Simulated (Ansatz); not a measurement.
BiH2(NMe2) (C2H8BiN). Charge 0, multiplicity 3. Geometry PBE-D4/def2-SVP, that of the neutral singlet; atoms count from 1.

```xyz
12

Bi    1.4390    1.6542   -0.1390
H     2.6322    0.3443    0.3742
H     1.8040    1.2502   -1.8758
N    -0.3668    0.3810   -0.1759
C    -0.2063   -0.9213   -0.7901
C    -1.0318    0.3048    1.1119
H     0.4274   -1.6409   -0.2044
H     0.2419   -0.8273   -1.7999
H    -1.2072   -1.4011   -0.9115
H    -1.1442    1.3138    1.5622
H    -2.0613   -0.1049    0.9778
H    -0.5269   -0.3528    1.8706
```

In the def2 sets Bi takes a core potential; there is no spin–orbit coupling. At PBE0-D4/def2-TZVP a singlet of charge 0 lies 3.30 eV below the triplet at the same geometry.

(1) Estimate the Mulliken populations from the PBE0/def2-TZVP orbitals of Ansatz.

(2) Where does the spin sit?

(3) And the Mayer bond orders between heavy atoms (over 0.3)?

Results:

(1) 
| atom | charge (e) | spin (α − β) |
| --- | --- | --- |
| Bi1 | -0.17 | 1.03 |
| H2 | -0.06 | -0.02 |
| H3 | -0.06 | -0.02 |
| N4 | 0.00 | 0.83 |
| C5 | -0.32 | -0.04 |
| C6 | -0.32 | -0.05 |
| H7 | 0.17 | 0.08 |
| H8 | 0.16 | 0.02 |
| H9 | 0.14 | 0.04 |
| H10 | 0.15 | 0.02 |
| H11 | 0.15 | 0.04 |
| H12 | 0.17 | 0.07 |
Mulliken values depend strongly on the basis.

(2) Summed by element: Bi 1.03, H 0.22, N 0.83, C -0.08, of 2 unpaired in all. Largest on single atoms: Bi1 1.03, N4 0.83, H7 0.08.

(3) N4–C5 1.00 (1.45 Å); N4–C6 1.01 (1.45 Å).
